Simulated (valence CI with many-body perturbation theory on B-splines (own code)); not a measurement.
# Xe13+: M1 decay

Method: valence CI with perturbative core correlation (CI+MBPT): five valence electrons over a frozen Dirac-Fock core [Kr], a basis of 7 s, 7 p, 8 d, 6 f, 4 g, 1 h functions for each j, with the one-electron correlation potential Σ1, the two-electron term Σ2, the three-electron term Σ3, Breit, model QED; selected CI, second order for the rest (own B-spline code, finite nucleus).

No measured levels were compared; by estimate terms of the open shell hold to 2 to 4 % of their energy, and close levels can change places. Core correlation moves these levels by up to 12000 cm⁻¹, and in measured spectra 5 to 20 % of such shifts remained as error; rates that hang on mixing are uncertain with them. Among the levels kept, up to 320 cm⁻¹ of a level comes from second order outside the variational space, and about a tenth of that is noise between levels of different J, which matters for small intervals. Only levels of the ground parity were solved; by the run's estimate the other parity begins above the list, which can be wrong where configurations are misplaced.

Lines 51 to 100 of 120 in falling wavelength, among levels below 170440 cm⁻¹, chosen from the decays that carry over 1 % of a level's rate. Wavelengths and rates use the calculated energies, so an error of 2000 cm⁻¹ moves a line at 4380 Å by 8.8 % and its rate by three times that or more. S is in atomic units (e²a₀⁴ for E2 and M2, e²a₀⁶ for E3), for M1 in squared Bohr magnetons. Weak lines are less certain than strong ones. Lines between different terms over intervals too small for the method are left out, as are lines whose strength nearly cancels.

Names give the largest LS component (configuration and term), which can be under half, so a name can repeat, a term be missing and a line seem to break the LS rules; names also repeat where a configuration has a term twice. Letters in brackets count levels of one name in rising energy.

```csv
λ vac (Å),Upper,Lower,Type,A (s⁻¹),S (a.u.)
4380,4d5 2D_3/2 [a],4d5 4P_3/2,M1,4.92e+01,6.13e-01
4368,4d5 2F_7/2 [a],4d5 4G_5/2 [b],M1,9.17e-01,2.26e-02
4257,4d5 2F_5/2 [b],4d5 4P_3/2,M1,1.08e+01,1.85e-01
3989,4d5 2F_7/2 [c],4d5 2G_9/2 [a],M1,6.74e+01,1.27e+00
3951,4d5 2I_13/2,4d5 4G_11/2,M1,8.50e+00,2.72e-01
3933,4d5 2D_3/2 [a],4d5 4D_1/2,M1,2.95e+01,2.67e-01
3902,4d5 4D_5/2,4d5 4G_5/2 [a],M1,3.18e+01,4.20e-01
3885,4d5 2F_7/2 [a],4d5 4G_7/2,M1,1.11e+00,1.93e-02
3859,4d5 4F_5/2,4d5 4D_7/2,M1,1.94e+01,2.48e-01
3808,4d5 2G_9/2 [a],4d5 4G_11/2,M1,3.05e+01,6.24e-01
3802,4d5 2H_11/2,4d5 2G_9/2 [a],M1,3.33e+01,8.14e-01
3775,4d5 4F_3/2,4d5 4D_3/2,M1,1.24e+02,9.90e-01
3679,4d5 2F_7/2 [c],4d5 2F_7/2 [a],M1,4.14e+01,6.12e-01
3671,4d5 2H_9/2,4d5 4D_7/2,M1,1.59e+01,2.91e-01
3670,4d5 2H_11/2,4d5 2I_13/2,M1,5.90e+01,1.30e+00
3590,4d5 2G_9/2 [a],4d5 4G_7/2,M1,2.57e+01,4.40e-01
3532,4d5 2F_5/2 [a],4d5 4G_5/2 [b],M1,2.95e+02,2.89e+00
3525,4d5 2D_3/2 [a],4d5 4D_5/2,M1,4.95e+01,3.22e-01
3465,4d5 2F_5/2 [a],4d5 4D_3/2,M1,1.90e+01,1.75e-01
3445,4d5 2F_5/2 [b],4d5 4D_5/2,M1,2.17e+01,1.98e-01
3402,4d5 2G_7/2 [a],4d5 4D_7/2,M1,1.29e+01,1.51e-01
3228,4d5 2F_7/2 [b],4d5 4D_5/2,M1,4.12e+01,4.11e-01
3209,4d5 2F_5/2 [a],4d5 4G_7/2,M1,3.69e+01,2.72e-01
3209,4d5 4P_3/2,4d5 4G_5/2 [a],M1,1.23e+01,6.04e-02
3151,4d5 2S_1/2,4d5 4P_3/2,M1,5.73e+01,1.33e-01
3037,4d5 2H_11/2,4d5 2I_11/2,M1,2.25e+02,2.81e+00
2957,4d5 2F_5/2 [b],4d5 4D_7/2,M1,6.44e+01,3.70e-01
2951,4d5 2F_7/2 [a],4d5 4G_5/2 [a],M1,5.23e+00,3.98e-02
2913,4d5 2S_1/2,4d5 4D_1/2,M1,7.81e+00,1.43e-02
2867,4d5 4G_5/2 [a],4d5 6S_5/2,M1,1.23e+02,6.45e-01
2822,4d5 2F_7/2 [c],4d5 4D_5/2,M1,4.35e+00,2.90e-02
2797,4d5 4F_5/2,4d5 4G_5/2 [b],M1,8.47e+01,4.12e-01
2795,4d5 2F_7/2 [b],4d5 4D_7/2,M1,1.45e+02,9.38e-01
2727,4d5 2H_9/2,4d5 4G_9/2,M1,1.45e+02,1.09e+00
2707,4d5 4F_3/2,4d5 4G_5/2 [a],M1,1.07e+02,3.16e-01
2638,4d5 2D_3/2 [a],4d5 4P_1/2,M1,2.17e+00,5.90e-03
2608,4d5 2H_9/2,4d5 4G_11/2,M1,5.40e+01,3.55e-01
2591,4d5 4F_5/2,4d5 4G_7/2,M1,7.39e+01,2.86e-01
2576,4d5 2G_7/2 [a],4d5 4G_9/2,M1,4.33e+01,2.20e-01
2549,4d5 2G_7/2 [a],4d5 4G_5/2 [b],M1,2.93e+00,1.44e-02
2544,4d5 2F_5/2 [a],4d5 4G_5/2 [a],M1,1.27e+01,4.64e-02
2504,4d5 2H_9/2,4d5 4G_7/2,M1,6.12e+01,3.56e-01
2486,4d5 2F_7/2 [c],4d5 4D_7/2,M1,1.28e+01,5.83e-02
2325,4d5 2D_3/2 [a],4d5 4G_5/2 [b],M1,3.14e+00,5.85e-03
2324,4d5 4G_7/2,4d5 6S_5/2,M1,4.91e+00,1.83e-02
2296,4d5 2D_3/2 [a],4d5 4D_3/2,M1,1.19e+01,2.14e-02
2290,4d5 2F_5/2 [b],4d5 4G_5/2 [b],M1,5.18e+01,1.38e-01
2262,4d5 2F_5/2 [b],4d5 4D_3/2,M1,2.41e+01,6.21e-02
2212,4d5 2F_7/2 [b],4d5 4G_9/2,M1,1.57e+02,5.04e-01
2206,4d5 4D_3/2,4d5 6S_5/2,M1,2.13e+02,3.39e-01
```
